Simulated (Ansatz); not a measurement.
Calculation: Ansatz (a quantum-chemistry and plane-wave program) with frozen-core CCSD(T)/cc-pVQZ // PBE-D3(BJ)/def2-TZVP.

Ansatz 0.2 input:
```yaml
crystal:
  periodic: [false, false, false]
  atoms:
    - { symbol: F, position_ang: [1.404584, 1.048375, -0.06653] }
    - { symbol: C, position_ang: [0.665229, -0.07575, -0.019167] }
    - { symbol: C, position_ang: [-0.666271, -0.06488, 0.022524] }
    - { symbol: F, position_ang: [-1.388706, 1.071182, 0.020931] }
    - { symbol: H, position_ang: [1.243324, -0.999674, -0.018042] }
    - { symbol: H, position_ang: [-1.258158, -0.979251, 0.060282] }
basis:
  gaussian: { orbitals: cc-pVQZ }
correlation:
  method: ccsd_t
```

Output:

```
Functional definition: HF
1695 factors; integrals over basis functions are off by at most 6.9e-4 eV
mean field evaluation 1: about -7504.6792 eV, gradient 2.8e1 eV
mean field evaluation 2: about -7504.6813 eV, gradient 2.8e1 eV
mean field evaluation 4: about -7506.3140 eV, gradient 3.9e0 eV
mean field evaluation 8: about -7506.3482 eV, gradient 1.0e-4 eV
mean field evaluation 16: about -7506.3469 eV, gradient 5.4e-1 eV
mean field -7506.34821371 eV, -275.8532088684 hartree, gradient 2.0e-6 eV, S^2 0.000000; 0 other end points of the search recorded, 0 dependent functions left out
4 core orbitals not correlated
reference -7506.34821371 eV, -275.8532088684 hartree; 12, 12 occupied and 264, 264 virtual orbitals, 1695 factors
second order -24.04767793 eV of doubles, -0.00000000 eV of singles
cycle   1  -23.63577568 eV  change    4.1e-1 eV  update   9.9e-2
cycle   2  -24.13595503 eV  change   -5.0e-1 eV  update   3.3e-2
cycle   3  -24.26943908 eV  change   -1.3e-1 eV  update   1.6e-2
cycle   4  -24.25325665 eV  change    1.6e-2 eV  update   3.8e-3
cycle   5  -24.25082146 eV  change    2.4e-3 eV  update   1.5e-3
cycle   6  -24.25241005 eV  change   -1.6e-3 eV  update   3.6e-4
cycle   7  -24.25223329 eV  change    1.8e-4 eV  update   1.2e-4
cycle   8  -24.25214341 eV  change    9.0e-5 eV  update   3.6e-5
cycle   9  -24.25214211 eV  change    1.3e-6 eV  update   1.4e-5
perturbative correction -0.93777118 eV, -0.0344624551 hartree
Total energy: -7531.53812700 eV, -276.7789211074 hartree
```

Cost: roughly 10 core-minutes.
